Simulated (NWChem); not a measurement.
tert-butyl chloride (C4H9Cl); SMILES CC(C)(C)Cl

```xyz
14

C     -0.3057     1.4208    -0.8025
C      0.0000     0.0000    -0.3564
C      1.3833    -0.4456    -0.8025
C     -1.0776    -0.9751    -0.8025
Cl     0.0000     0.0000     1.4747
H     -0.3172     1.4709    -1.9037
H     -1.2873     1.7471    -0.4301
H      0.4556     2.1217    -0.4312
H      2.1567     0.2413    -0.4301
H      1.6096    -1.4554    -0.4312
H      1.4324    -0.4608    -1.9037
H     -1.1152    -1.0101    -1.9037
H     -2.0652    -0.6663    -0.4312
H     -0.8694    -1.9884    -0.4301
```
Atoms are numbered in this order, from 1.

Level: PBE0/def2-SVP (NWChem), optimised geometry, unscaled harmonic frequencies. 

List the harmonic frequencies with IR intensities, and the thermochemistry.


```csv
frequency (cm⁻¹),IR intensity (km/mol)
239,0.0
291,0.0
291,0.0
300,1.2
300,1.2
373,3.9
410,0.8
410,0.8
593,23.8
839,7.9
938,0.3
938,0.3
959,0.0
1041,0.1
1041,0.1
1175,60.4
1267,6.4
1267,6.4
1385,20.0
1385,20.0
1405,4.4
1436,0.0
1453,0.4
1453,0.4
1466,6.2
1466,6.2
1486,8.0
3055,11.6
3055,11.6
3061,16.7
3152,2.2
3152,2.2
3157,28.5
3171,0.0
3174,14.4
3174,14.4
```

The zero-point energy is 76.8 kcal/mol and the thermal correction to the enthalpy at 298.15 K (with zero-point energy) is 81.5 kcal/mol. The heat capacity Cv comes out as 23.9 cal/(mol K). The entropy at 298.15 K and 1 atm (symmetry number 3) is 75.6 cal/(mol K) and the dipole moment is 2.08 D.

Rigid rotor and harmonic oscillator.
